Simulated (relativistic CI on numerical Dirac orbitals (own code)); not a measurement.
# How the errors of a small relativistic CI change along the 30-electron sequence

Levels calculated with a relativistic CI code on KLI orbitals, against measured ones, in five cumulative steps: (1) Dirac-Coulomb, each configuration alone; (2) with Breit and QED terms; (3) with configuration mixing; (4) with scaled Slater integrals; (5) with a P86 correlation estimate. Each ion has its own short list of configurations; levels above 2,000 cm⁻¹ that pair in every step are counted, and ions without enough such levels are left out. The scale is 0.85 up to charge 4 and 0.9 beyond; P86 is a density functional added for each configuration.

Median relative error (%):

```
 Ion  Ground  Levels   (1)   (2)   (3)   (4)  (5)
  Zn     4s2      13  20.8  20.9  12.9  14.8  8.3
 Ga⁺     4s2      12  11.0  11.1   5.8   7.0  3.9
Ge²⁺     4s2      44   6.4   6.4   3.2   4.0  1.7
As³⁺     4s2      19   5.1   5.2   2.2   2.9  1.5
Se⁴⁺     4s2      39   3.6   3.7   1.5   2.0  1.0
Br⁵⁺     4s2      10   4.4   4.5   1.6   1.8  1.1
Kr⁶⁺     4s2      25   3.1   3.2   1.0   1.2  0.6
Rb⁷⁺     4s2      20   2.7   2.8   0.7   1.0  0.5
```

Mean absolute error (cm⁻¹):

```
 Ion    (1)    (2)   (3)   (4)   (5)
  Zn  11425  11487  6865  8074  4622
 Ga⁺  10939  11036  5427  6818  4075
Ge²⁺  12788  12946  6136  7786  3191
As³⁺  11538  11743  4859  6334  3456
Se⁴⁺  12108  12417  4559  6162  3110
Br⁵⁺  10999  11268  4176  4376  3167
Kr⁶⁺  12166  12590  3992  4508  2424
Rb⁷⁺  11422  11777  3173  3985  2036
```

In step (3), fully ab initio, the relative error is 12.9 % for Zn and 0.7 % for Rb⁷⁺, while the absolute error goes from 6865 to 3173 cm⁻¹. Level energies grow with the charge (linearly within a shell, quadratically where n changes), mostly faster than the correlation that the model misses, so the relative error falls. The sets of levels differ from ion to ion, which blurs the trend. Mixing (step 3) lowers the mean absolute error for 8 of the 8 ions and scaling (step 4) for 0. The P86 step changes the mean absolute error by a factor of 0.6 for the first ion and 0.5 for the last.

Sources of the measured levels: Zn, NIST Handbook of Basic Atomic Spectroscopic Data (Sansonetti and Martin, J. Phys. Chem. Ref. Data 34, 1559 (2005)); Ga⁺, NIST Handbook of Basic Atomic Spectroscopic Data (Sansonetti and Martin, J. Phys. Chem. Ref. Data 34, 1559 (2005)); Ge²⁺, Sugar and Musgrove, J. Phys. Chem. Ref. Data 22, 1213 (1993); As³⁺, Moore, Atomic Energy Levels, vol. II, NSRDS-NBS 35 (1971 reprint of NBS Circular 467, 1952); Se⁴⁺, measured levels as listed in Rauch et al., Astron. Astrophys. 606, A105 (2017); Br⁵⁺, Moore, Atomic Energy Levels, vol. II, NSRDS-NBS 35 (1971 reprint of NBS Circular 467, 1952); Kr⁶⁺, Saloman, J. Phys. Chem. Ref. Data 36, 215 (2007); Rb⁷⁺, Sansonetti, J. Phys. Chem. Ref. Data 35, 301 (2006).
